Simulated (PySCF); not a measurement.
An unknown shows these calculated signals:

¹H NMR (400 MHz, computed): δ 6.12 (br s, 1H), 5.72 (m, 1H), 4.97 (m, 2H), 3.21 (m, 2H).

¹³C{¹H} NMR (computed): δ 220.6 (C), 176.3 (C), 89.7 (CH), 79.0 (CH2), 36.1 (CH2).

One computed conformer, no solvent, one averaged value for each set of equivalent atoms, non-relativistic Hamiltonian. PBE0/pcSseg-1 with gauge-including orbitals; structure optimised with GFN2-xTB; PySCF 2.14.0 with density-fitted response routines.

References, each an isolated molecule treated in the same way: ¹H and ¹³C against TMS.

Question: Which of these does the molecule contain: an OH group, an aldehyde, a benzene ring, a non-aromatic C=C double bond, a methoxy group, a carboxylic acid?

Answer: 
- An OH group: yes (δH 6.12 (br s)).
- An aldehyde: no.
- A benzene ring: no.
- A non-aromatic C=C double bond: yes.
- A methoxy group: no.
- A carboxylic acid: yes (δC 176.3; δH 6.12 (br s)).

The data belong to SMILES C=C=CCC(=O)O, C5H6O2; they needn't prove each group on their own.

Carbon signals by region: 2 in the far downfield region (above 160 ppm), 2 at 50–100 ppm, 1 below 50 ppm. Above 160 ppm: 220.6, central carbon of an allene, 176.3, carboxylic acid carbon.

Exchangeable OH/NH protons stand at their gas-phase positions; hydrogen bonding in a real sample shifts them, mostly to higher δ. Shifts are as computed. Against solution values, carbons near 30 ppm lie about +3 ppm off and those near 130 ppm about +5 ppm. Of 1211 compounds with measured shifts, 218 miss one by over three times the rms of a fit or turn the order of signals round; such compounds aren't used in these exercises. Hydrogen bonding in solution deshields acid and N–H amide carbonyl carbons by as much as 10 ppm beyond these values. Multiplicities follow the n + 1 count of equivalent neighbours, as no J values were calculated; m marks all less simple cases, F and P coupling included.
